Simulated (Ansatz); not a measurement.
Reactions of FGeH3OSi (`[F][Ge][O][SiH3]`).

Gas-phase electronic energies from Ansatz, PBE0-D4/def2-TZVP geometries. CCSD(T)/CBS adds triple-zeta CCSD(T) − MP2 to the extrapolated MP2 energy (def2 sets, frozen cores). This one scheme is used for every species. Functionals use def2-TZVPP. For Ga, Ge outer-core shells are correlated without core-valence functions, which leaves a few kJ/mol of doubt a bond. Scalar relativity is left out up to krypton. One conformer a species, not always the lowest.

```json
{"reaction": "`[F][Ge][O][SiH3]` + `[OH][Ga]([OH])[Cl]` → `[OH][Ga]([Cl])[O][SiH3]` + `[OH][Ge][F]`", "r2SCAN-D4 (kcal/mol)": "-0.6", "HF/CBS(def2) (kcal/mol)": "-1.0", "ωB97M-V (kcal/mol)": "-0.5", "CCSD(T)/CBS(def2) (kcal/mol)": "-0.4"}
{"reaction": "`[F][Ge][O][SiH3]` + `C1C[SiH2]1` → `[SiH3][SiH]1CC1` + `[OH][Ge][F]`", "r2SCAN-D4 (kcal/mol)": "18.4", "HF/CBS(def2) (kcal/mol)": "28.2", "ωB97M-V (kcal/mol)": "21.1", "CCSD(T)/CBS(def2) (kcal/mol)": "20.5"}
{"reaction": "`[F][Ge][O][SiH3]` + H₂O → `[OH][Ge][F]` + `O[SiH3]`", "r2SCAN-D4 (kcal/mol)": "2.0", "HF/CBS(def2) (kcal/mol)": "3.2", "ωB97M-V (kcal/mol)": "2.3", "CCSD(T)/CBS(def2) (kcal/mol)": "3.6"}
{"reaction": "`[F][Ge][O][SiH3]` + `FCS` → `FCS[SiH3]` + `[OH][Ge][F]`", "r2SCAN-D4 (kcal/mol)": "9.2", "HF/CBS(def2) (kcal/mol)": "15.9", "ωB97M-V (kcal/mol)": "10.2", "CCSD(T)/CBS(def2) (kcal/mol)": "10.5"}
```

Largest T1 diagnostic: 0.015, for `[OH][Ge][F]`.
